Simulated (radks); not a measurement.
Problem. These are the eigenvalues of the occupied orbitals of an atom or ion with whole-number occupations (hartree). Method: scalar-relativistic Kohn-Sham, SCAN, spin-unpolarised, spherical densities, finite nucleus; meta-GGA in the generalised Kohn-Sham scheme; Fermi nuclear charge, rms radius of each element as measured or else 0.836 A^(1/3) + 0.57 fm; computed with a radial shooting solver on a logarithmic mesh with Libxc functionals.

1s: -890.1641
2s: -130.7810
2p: -117.1571
3s: -24.06122
3p: -19.54056
3d: -12.39533
4s: -3.55100
4p: -2.25892
4d: -0.44172
6p: -0.03444

Which element is it, and in what charge state? The configuration may be excited.

Solution. Z = 46, palladium, charge 0: Pd in [Kr] 4d9 6p1. The list shows which subshells hold electrons but not how many an open one holds; the 1s level, -890.16 hartree, gives Z - s = 42.2 by -(Z - s)^2/2, which with screening and relativity narrows Z to a few neighbours, and the depths of the outer levels then fix element, charge and occupations together.
